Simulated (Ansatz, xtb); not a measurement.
## Two structures of AlBFH3N+

Structure X is a singlet given by its coordinates and structure Y is a singlet given by its coordinates. Both are isolated ions in the gas phase, relaxed with BLYP-D3(BJ)/def2-SVP.

X (Å):

| atom | x (Å) | y (Å) | z (Å) |
| --- | --- | --- | --- |
| Al | -1.0421 | 2.2183 | 2.1040 |
| B | 0.6534 | 0.9247 | 1.7929 |
| F | -2.1879 | 3.3560 | 2.4211 |
| N | 0.5434 | -0.3391 | 1.2671 |
| H | 1.6709 | 1.4684 | 2.1406 |
| H | 1.3873 | -0.9156 | 1.1392 |
| H | -0.3067 | -0.8232 | 0.9641 |

Close contacts (Å): Al1–B2 2.16, Al1–F3 1.65, B2–N4 1.37, B2–H5 1.20, N4–H6 1.03, N4–H7 1.02.

Y (Å):

```xyz
7

Al    0.2334    0.2284    0.4873
B     0.3735    1.6293    3.1064
F    -1.1617   -0.3484   -0.1880
N    -0.3254    1.0278    2.1745
H    -1.3531    0.9233    2.2865
H     1.7458    0.2810    0.1311
H     1.0687    2.1623    3.9092
```

Close contacts (Å): Al1–F3 1.65, Al1–N4 1.95, B2–N4 1.31, Al1–H6 1.55, B2–H7 1.19, N4–H5 1.04.

Problem. Which of the two would you expect CCSD(T)/def2-TZVP electronic energies to favour?

Solution. Structure Y; the calculation gives E(Y) − E(X) = −0.238 eV.

Level by level:

```csv
level,geometry,E(Y) − E(X) (eV),departure from the last row (eV),"job, with rough time for the two"
GFN2-xTB,GFN2-xTB,−0.311,−0.073,"optimisation, 0.22 s"
HF/STO-3G,GFN2-xTB,+0.297,+0.536,"single point, 0.2 s"
r2SCAN-D4/def2-SVP,GFN2-xTB,−0.034,+0.204,"single point, 1.8 s"
BLYP-D3(BJ)/def2-SVP,BLYP-D3(BJ)/def2-SVP,−0.014,+0.224,"optimisation, 15 s"
HF/def2-TZVP,BLYP-D3(BJ)/def2-SVP,−0.620,−0.382,part of the CCSD(T) run
MP2/def2-TZVP,BLYP-D3(BJ)/def2-SVP,−0.296,−0.057,part of the CCSD(T) run
CCSD(T)/def2-TZVP,BLYP-D3(BJ)/def2-SVP,−0.238,,"single point, 27 s"
```

HF/STO-3G puts the two in the other order. BLYP-D3(BJ)/def2-SVP finds them nearly level. The largest departure from CCSD(T)/def2-TZVP is that of HF/STO-3G, 0.536 eV.

With harmonic frequencies from BLYP-D3(BJ)/def2-SVP (ideal gas, rigid rotor, one conformer each, 298.15 K, 1 atm): on the last row, ΔE + ΔZPE = −0.398, ΔH = −0.390, ΔG = −0.395 eV.

The correlated steps freeze 8 core orbitals. Run with Ansatz 0.2.0, xtb 6.7.1; the last row on 1 thread of Intel(R) Xeon(R) 6975P-C (Granite Rapids) on a shared host.
